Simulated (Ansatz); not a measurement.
One change: `CB[SiH](O)[SiH3]` becomes `O[SiH]([SiH3])Cl`.

Ansatz, PBE0-D4/def2-TZVP geometries, multiplicity 1. Each molecule was computed in one conformer, which needn't be the lowest.

```tsv
property	`CB[SiH](O)[SiH3]`
HOMO energy (PBE/def2-TZVPP) / eV	-6.00
HOMO energy (PBE0/def2-TZVPP) / eV	-7.15
HOMO–LUMO gap (PBE0/def2-TZVPP) / eV	5.16
LUMO energy (B3LYP/def2-TZVPP) / eV	-2.17
HOMO–LUMO gap (B3LYP/def2-TZVPP) / eV	4.80
HOMO–LUMO gap (ωB97M-V/def2-TZVPP) / eV	9.10
```

Q: What does the change do to each property? (Estimate.)

A: Computed: 
```
                               property  `O[SiH]([SiH3])Cl`  shift
      HOMO energy (PBE/def2-TZVPP) / eV               -6.93  -0.93
     HOMO energy (PBE0/def2-TZVPP) / eV               -8.14  -0.99
   HOMO–LUMO gap (PBE0/def2-TZVPP) / eV                7.79   2.63
    LUMO energy (B3LYP/def2-TZVPP) / eV               -0.56   1.61
  HOMO–LUMO gap (B3LYP/def2-TZVPP) / eV                7.38   2.58
HOMO–LUMO gap (ωB97M-V/def2-TZVPP) / eV               11.56   2.46
```

With PBE0 the HOMO falls by 0.99 eV and the LUMO rises by 1.64 eV, so the gap widens by about 2.63 eV. PBE moves the HOMO by -0.93 eV and ωB97M-V by -1.01 eV.

B3LYP here is the variant with VWN-RPA as its local correlation; programs differ in this.
